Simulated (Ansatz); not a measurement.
Total energies of GeHMe2Br (C₂H₇BrGe) from Ansatz at PBE-D4/def2-TZVP, gas phase (1 Eh = 27.2114 eV = 2625.5 kJ/mol). The reference geometry is relaxed at B3LYP-D4/def2-SVP.

| state | geometry | energy (Eh) |
| --- | --- | --- |
| charge 0 singlet | reference | -4730.85901 |
| charge 1 doublet | reference | -4730.50553 |
| charge 1 doublet | relaxed at B3LYP-D4/def2-SVP | -4730.51169 |
| free Ge atom (triplet) | – | -2076.60177 |
| free H atom (doublet) | – | -0.49962 |
| free C atom (triplet) | – | -37.79597 |
| free Br atom (doublet) | – | -2573.72072 |

Problem. Work out the vertical ionisation energy to the doublet.

Solution. E(charge 1 doublet) − E(charge 0 singlet) = -4730.50553 − (-4730.85901) = 0.35348 Eh = 9.62 eV. For comparison, −ε of the highest occupied level is 6.61 eV at this level, 3.01 eV less.

Problem. How much does the charge 1 doublet relax, and what is the adiabatic ionisation energy?

Solution. Relaxation: -4730.50553 − (-4730.51169) = 0.00616 Eh = 0.17 eV. Adiabatic ionisation energy: 0.34732 Eh = 9.45 eV, without zero-point energy. 

Problem. What is the binding energy per atom against free atoms?

Solution. Atoms: 1 × (-2076.60177) + 7 × (-0.49962) + 2 × (-37.79597) + 1 × (-2573.72072) = -4729.41177 Eh. Binding: -4729.41177 − (-4730.85901) = 1.44724 Eh = 39.38 eV, or 3.58 eV for each of 11 atoms (no zero-point energy, no counterpoise term).

At PBE-D4/def2-TZVP the gap within one spin of the charge 1 doublet nearly closes, so an electron or hole may be smeared out by delocalisation error.
